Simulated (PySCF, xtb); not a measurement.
InFBr₂, SMILES [F][In]([Br])[Br].

GFN2-xTB (xtb) at its own geometry gives an orbital gap of 2.49 eV and a dipole moment of 0.57 D.

The structure is a stationary point at B3LYP-D3(BJ)/def2-SVP. The structure was generated by enumeration; whether it is a known compound was not checked. The def2 effective core potentials stand for the cores of In; spin–orbit coupling is left out.

Problem. What does PySCF with PBE/def2-TZVP give? (An estimate is asked for; the answer gives what the named calculation found.)

Solution. gap 3.50 eV (levels -7.66 and -4.16 eV), dipole 1.22 D.
